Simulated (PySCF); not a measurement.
SMILES [CH]1CCCCC1, doublet at its GFN2-xTB optimised geometry (Å):

```
17

C     -0.3257    -0.8071    -1.1035
C      0.5255    -1.3253    -0.0152
C      0.1213    -0.7486     1.3629
C     -0.4834     0.6559     1.2446
C      0.0283     1.3760     0.0000
C     -0.4997     0.6564    -1.2401
H     -0.7813    -1.4684    -1.8177
H      0.4984    -2.4152     0.0158
H      1.5707    -1.0338    -0.1995
H     -0.6053    -1.4139     1.8315
H      1.0037    -0.7228     2.0050
H     -0.2507     1.2349     2.1401
H     -1.5707     0.5826     1.1715
H     -0.3060     2.4152     0.0000
H      1.1197     1.3760     0.0000
H      0.0132     1.0333    -2.1391
H     -1.5624     0.8950    -1.3832
```

Level of theory: unrestricted B3LYP/def2-SVP (PySCF).

Map of the log10 of the electron density (e/bohr³), floored at −4 on the plane z = 0.6 Å:

```
|000000000000000000000000000|
|000000000000000000000000000|
|000000000011221000000000000|
|000000000123433210000000000|
|000000001245554321000000000|
|000000002356765432210000000|
|000000012457777554320000000|
|000000123467887765431000000|
|000001234568898876542000000|
|000002345678999887642000000|
|000012457789999876542000000|
|000013567889998765432000000|
|000013467888987654431000000|
|000012456777887655432100000|
|000001345567888776543100000|
|000000133457899987654210000|
|000000023457899987654210000|
|000000012456899987654210000|
|000000002345789887543200000|
|000000001235678876432100000|
|000000000134577775421000000|
|000000000023466664320000000|
|000000000012355543210000000|
|000000000001233332100000000|
|000000000000112211000000000|
|000000000000000000000000000|
|000000000000000000000000000|
```
Scale: ten equal steps from -4.00 (start of '0') to -0.624 (end of '9'), in the order '0123456789'; x runs from -4.50 to 4.50, y from -4.50 (bottom) to 4.50 (top).
